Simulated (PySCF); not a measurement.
GeCl4, SMILES [Ge]([Cl])([Cl])([Cl])[Cl].

Geometry optimised at ωB97X-D3(BJ)/def2-SVP. The isomer is the one that the SMILES or the coordinates give; other isomers of the formula were not compared.

Two levels are set side by side: TDA-PBE/def2-SVPD (PySCF) and TDA-CAM-B3LYP/def2-SVPD (PySCF). Vertical, same geometry. The lowest singlet is HOMO−2→LUMO 100 % with PBE and HOMO−1→LUMO 96 % with the other functional; states are paired by order. Differences are taken from unrounded values.

| quantity | TDA-PBE |
|---|---|
| lowest singlet excitation (eV) | 5.03 |
| lowest triplet excitation (TDA) (eV) | 4.72 |

These are the TDA-PBE values. What does TDA-CAM-B3LYP give? (The exact figures need the calculation; the answer reports its results.)


```csv
quantity,TDA-CAM-B3LYP,TDA-PBE minus TDA-CAM-B3LYP
lowest singlet excitation (eV),6.16,-1.13
lowest triplet excitation (TDA) (eV),5.70,-0.98
```

Functionals without exact exchange tend to place singlet excitations lower, as here. Differences between two approximate levels are no errors against the true value.

Rough cost on one machine, each run with all the roots and properties that it gave: TDA-CAM-B3LYP against TDA-PBE about 5 times.
